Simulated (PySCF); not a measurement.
C₃H₃ClF₂, SMILES [C@@H]1([C@@H]([C@H]1F)Cl)F.

The structure is a stationary point at PBE0-D3(BJ)/def2-SVP. The structure was generated by enumeration; whether it is a known compound was not checked.

Level of theory: SMD-PBE0/6-31G* run with PySCF.

Solvation free energies are E(SMD) − E(gas) at the gas-phase geometry, for 1 M in both phases. In vacuum the dipole moment is 1.01 D.

| solvent | ΔG(solv) (kcal/mol) | its non-electrostatic (CDS) part | dipole (D) |
|---|---|---|---|
| water | -1.7 | 3.2 | 1.28 |
| methanol | … | … | … |
| toluene | -3.9 | -1.7 | 1.12 |

**Question.** Fill in the missing entries. (The exact figures need the calculation; the answer reports its results.)

**Answer.** 
- methanol, ΔG(solv) (kcal/mol): -5.4
- methanol, its non-electrostatic (CDS) part: -0.7
- methanol, dipole (D): 1.27
